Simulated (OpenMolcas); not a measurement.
Pt2+ (d8) in a complex was computed by SS-CASPT2, IPEA 0.25 Eh, imaginary shift 0.1 Eh with the d shell active (OpenMolcas, ANO-RCC-VDZP on the metal). Its lowest spin-free states, and all those of the highest spin:

| 2S+1 | Degeneracy | E (cm-1) |
| --- | --- | --- |
| 3 | 1 | 0 |
| 1 | 2 | 8270 |
| 3 | 3 | 11340 |
| 1 | 1 | 15500 |
| 3 | 3 | 16510 |
| 1 | 3 | 20320 |
| 1 | 3 | 23780 |
| 3 | 3 | 26250 |
| 1 | 2 | 34350 |
| 1 | 3 | 34680 |
| 1 | 1 | 50080 |

Q: Is the site octahedral, tetrahedral or cube-like, axial, or of lower symmetry?

A: The states with 2S+1 = 3 have orbital degeneracies 1, 3, 3, 3. Threefold states need a cubic site. For d8 at this spin an octahedron puts the single A2 below the threefold T2 and a tetrahedron or cube puts the threefold T1 below the threefold T2, so the site is octahedral. The first gap at this spin, 11300 cm-1, is |10Dq| in ligand-field theory. The run had Pt2+ with 6 ligands (oxide) in octahedral coordination (Oh) at 2.18 Å. A charge of +1.67 e stands 2.4 Å behind each ligand. Ligand basis ANO-RCC-VDZP.

Roots that are degenerate in the reference are averaged as groups; the widest CASPT2 spread within a group is 160 cm-1 (the 3-fold group of multiplicity 3 near 26200 cm-1 above the lowest state of its run). Shifts and gaps below about the spread of the groups concerned are not significant. Over all roots computed the reference weight is 0.63 to 0.64; a low but even weight reflects the number of correlated electrons. Real 4d8 and 5d8 ions are as a rule square planar and diamagnetic. The oxide ions are held by bare point charges, a crude embedding. Ligand-to-metal charge-transfer states are missing. With no ligand orbital active B as a rule stays too high, so bands that hang on it stand too high and its fall with covalency is understated. With one d shell and no ligand orbital active, 10Dq can be off by a tenth or more. No measured value stands beside these numbers; the geometry is a model, was not optimised and need not be the one that this ion takes.
